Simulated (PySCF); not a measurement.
Cartesian coordinates in Å; atom numbers follow the order of the lines, from 1:
```xyz
7

Cu    0.1607    0.0617   -1.0017
As    0.1494    0.0403    1.2894
H    -0.8924    0.8274    2.0506
H     1.3570    0.5558    2.0359
H    -0.0047   -1.2554    2.0521
S     0.2417    0.1323   -3.1470
H    -1.0119   -0.3619   -3.2793
```

Geometry: PBE0-D3(BJ)/def2-SVP; GIAO absolute shieldings from PySCF 2.14.0 with density-fitted response routines, gas phase, non-relativistic, averaged over equivalent atoms.

At PBE/pcSseg-1 (pcSseg-2 on Cu) (158 basis functions, 25 s wall time on 1 thread of an x86-64 server CPU, shared host):
| atoms | σ (ppm) |
| --- | --- |
| Cu1 | 998.2 |
| As2 | 1753.9 |
| H3/H4/H5 | 27.40 |
| H7 | 31.49 |
| S6 | 723.8 |

Question: Predict the values at B3LYP/pcSseg-1 (pcSseg-2 on Cu) on the same geometry.

Answer: 
```tsv
atoms	σ at B3LYP/pcSseg-1 (pcSseg-2 on Cu)	change
Cu1	1162.6	+164.4
As2	1752.4	-1.5
H3/H4/H5	27.81	+0.41
H7	32.26	+0.77
S6	751.9	+28.1
```

The largest change is at Cu1 (Cu bonded to As, S). Cost: 158 basis functions, 15 s wall time on 1 thread of an x86-64 server CPU, shared host.

Relativistic effects, spin–orbit coupling among them, are left out; they matter for As and for the light atoms bonded to it.
